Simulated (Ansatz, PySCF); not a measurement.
ClH₇OSi₃, SMILES [SiH3]O[SiH2][SiH2]Cl.

Geometry: B3LYP-D3(BJ)/def2-SVP. This is a generated structure with no PubChem entry under its InChIKey; it may be hypothetical. Other conformers were not sampled.

Vertical ionisation energy (IE) and electron affinity (EA) in eV. Rows of orbital energies are one-electron estimates. Where ΔSCF, EOM or ADC give a negative EA the extra electron is unbound and the value depends on the basis.

```tsv
level	IE	EA
−ε(HOMO), −ε(LUMO), B3LYP/def2-TZVP (PySCF)	7.74	1.31
−ε(HOMO), −ε(LUMO), PBE/def2-TZVP (PySCF)	6.73	2.01
ΔSCF, PBE0/def2-TZVPD (Ansatz), final states of multiplicity 2 and 2	9.75	-0.10
ΔSCF, PBE/def2-TZVPD (Ansatz), final states of multiplicity 2 and 2	9.34	0.12
```

Task: What vertical singlet–triplet gap does ΔSCF give with PBE0/def2-TZVPD (Ansatz, a first-principles code) and with PBE/def2-TZVPD (Ansatz)? (Estimate from the structure and the level; the computed values follow.)

Result: 4.82 and 4.39 eV (triplet above singlet where positive).
